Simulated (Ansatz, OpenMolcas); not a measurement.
**From Ansatz to OpenMolcas**

This Ansatz 0.2.0 job computes C2H6Cl2Si (SMILES C[Si](C)(Cl)Cl):

job.yaml:
```yaml
crystal:
  periodic: [false, false, false]
  atoms:
    - {symbol: C, position_ang: [-1.474780, 0.260330, 0.569630]}
    - {symbol: Si, position_ang: [0.049440, 0.400780, -0.470390]}
    - {symbol: C, position_ang: [1.413930, -0.753620, 0.009340]}
    - {symbol: Cl, position_ang: [-0.457830, 0.039560, -2.432040]}
    - {symbol: Cl, position_ang: [0.750400, 2.332220, -0.351670]}
    - {symbol: H, position_ang: [-1.240880, 0.476080, 1.614990]}
    - {symbol: H, position_ang: [-2.234960, 0.966850, 0.231850]}
    - {symbol: H, position_ang: [-1.886320, -0.749770, 0.503510]}
    - {symbol: H, position_ang: [1.724400, -0.565080, 1.039920]}
    - {symbol: H, position_ang: [2.278000, -0.616910, -0.643230]}
    - {symbol: H, position_ang: [1.078600, -1.790430, -0.071900]}
basis:
  gaussian:
    orbitals: def2-SVP
hamiltonian:
  xc: {name: B3LYP}
accuracy: high
output: {orbitals: {seedname: orbitals}}
```

```bash
$ ansatz run job.yaml --threads 1 --pin off --max-ram 3480MiB --events-out events.jsonl --progress --plain --runs-dir runs
```

The shape is that of a PBE0-D4/def2-TZVP optimisation.

It gives a total energy of -1289.456777 Eh.

**Question.** How is this level of theory, on these atoms, set up in OpenMolcas 26.06 as an input file of the program's own, asking for the gradient?

**Answer.** For example:

mol.input:
```
&GATEWAY
  BasLib = $CurrDir
  Coord
  11
  angstrom
  C       -1.474780       0.260330       0.569630
  Si       0.049440       0.400780      -0.470390
  C        1.413930      -0.753620       0.009340
  Cl      -0.457830       0.039560      -2.432040
  Cl       0.750400       2.332220      -0.351670
  H       -1.240880       0.476080       1.614990
  H       -2.234960       0.966850       0.231850
  H       -1.886320      -0.749770       0.503510
  H        1.724400      -0.565080       1.039920
  H        2.278000      -0.616910      -0.643230
  H        1.078600      -1.790430      -0.071900
  Basis = def2-SVP
  Group = NoSym

&SEWARD
  GridInput
  Grid=UltraFine
  End of Grid

&SCF
  KSDFT = B3LYP
  Thresholds = 1e-10 1e-07 1e-07 1e-05
  PrOrbitals = 1 2

&ALASKA
```

```bash
$ export MOLCAS_MEM=1860
$ pymolcas mol.input > mol.log
```

(Basis files named in the input come from the Basis Set Exchange and aren't shown.)

Its energy is -1289.456774 Eh, 0.003 mEh from the first.
